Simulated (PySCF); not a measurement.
Compound: C4H8BF2NO.
Numbering: `[CH3:1][C:2](=[O:3])[NH:4][CH2:5][CH2:6][B:7]([F:8])[F:9]` (hydrogens: H10, H11, H12 on C1; H13 on N4; H14, H15 on C5; H16, H17 on C6)

The calculation used PBE0-D3(BJ)/def2-SVP geometry optimisation, gas phase (PySCF 2.14.0).

Question: List the bond lengths, angles and torsions at this level.

Answer: 
```json
{"bond": "C1–C2", "length (bohr)": "2.858"}
{"bond": "C2=O3", "length (bohr)": "2.296"}
{"bond": "C2–N4", "length (bohr)": "2.579"}
{"bond": "N4–C5", "length (bohr)": "2.725"}
{"bond": "C5–C6", "length (bohr)": "2.883"}
{"bond": "C6–B7", "length (bohr)": "2.952"}
{"bond": "B7–F8, B7–F9", "length (bohr)": "2.498"}
{"bond": "C1–H10, C1–H11, C1–H12", "length (bohr)": "2.077"}
{"bond": "N4–H13", "length (bohr)": "1.911"}
{"bond": "C5–H14, C5–H15", "length (bohr)": "2.080"}
{"bond": "C6–H16, C6–H17", "length (bohr)": "2.089"}
```

Bonds in one row agree within 0.02 bohr and their mean is given. A selection of angles:
```json
{"angle": "C2–C1–H10", "degrees": "108.7"}
{"angle": "C2–C1–H11", "degrees": "111.3"}
{"angle": "H10–C1–H11", "degrees": "109.5"}
{"angle": "H11–C1–H12", "degrees": "107.9"}
{"angle": "C1–C2–O3", "degrees": "123.0"}
{"angle": "C1–C2–N4", "degrees": "114.8"}
{"angle": "O3–C2–N4", "degrees": "122.3"}
{"angle": "C2–N4–C5", "degrees": "121.5"}
{"angle": "C2–N4–H13", "degrees": "118.8"}
{"angle": "C5–N4–H13", "degrees": "118.9"}
{"angle": "N4–C5–C6", "degrees": "113.9"}
{"angle": "N4–C5–H14", "degrees": "108.9"}
{"angle": "N4–C5–H15", "degrees": "106.5"}
{"angle": "C6–C5–H14", "degrees": "110.6"}
{"angle": "C6–C5–H15", "degrees": "109.5"}
{"angle": "H14–C5–H15", "degrees": "107.1"}
{"angle": "C5–C6–B7", "degrees": "115.0"}
{"angle": "C5–C6–H16", "degrees": "111.3"}
{"angle": "C5–C6–H17", "degrees": "109.7"}
{"angle": "B7–C6–H16", "degrees": "107.8"}
{"angle": "H16–C6–H17", "degrees": "104.9"}
{"angle": "C6–B7–F8", "degrees": "121.9"}
{"angle": "F8–B7–F9", "degrees": "116.3"}
```

Dihedral angles: C1–C2–N4–C5 -176° (antiperiplanar); C2–N4–C5–C6 91° (anticlinal); N4–C5–C6–B7 -179° (antiperiplanar); C5–C6–B7–F8 2° (synperiplanar). The mirror-image conformer, all signs reversed, is as good.

Of the pairs four or more bonds apart, O3···H15 is among the closest relative to their van der Waals radii: 2.39 Å, 88 % of the sum of Bondi's values. N4 (amide nitrogen) is almost planar (angles 121.5°, 118.9° and 118.8°, sum 359.2°, 0.06 Å off the plane of its three neighbours). B7 (three-coordinate boron) is planar (angles 121.9°, 121.8° and 116.3°, sum 360.0°, 0.00 Å off the plane of its three neighbours). The C–N distances run from 1.365 Å (C2–N4, drawn single) to 1.442 Å (N4–C5, drawn single), a spread of 0.077 Å.

Point group: C1 (no symmetry element, even within 0.4 Å). No frequency check. The numbers are those of one conformer.
